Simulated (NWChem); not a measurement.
Molecule: C₃H₃N₂, doublet; SMILES [nH]1c[c]cn1

Results from NWChem. Spin-unrestricted. In the optimisation the excess spin sits in a' (Cs, its own frame). Structure relaxed at the PBE0/def2-SVP, spin-unrestricted level. No stability test was run on the SCF state. Level: B3LYP/def2-SVP with COSMO at NWChem's default radii, gas-phase geometry; rows give the dielectric constant. Reactions with the solvent are ignored.

For dielectric constant 78.4:

| Property | Result |
|---|---|
| electrostatic solvation energy (kcal/mol) | -6.7 |
| dipole in solution (D) | 3.06 |

Question: What are these values for dielectric constant 2.0?

Answer: 
| Item | Value |
|---|---|
| electrostatic solvation energy (kcal/mol) | -3.1 |
| dipole in solution (D) | 2.62 |
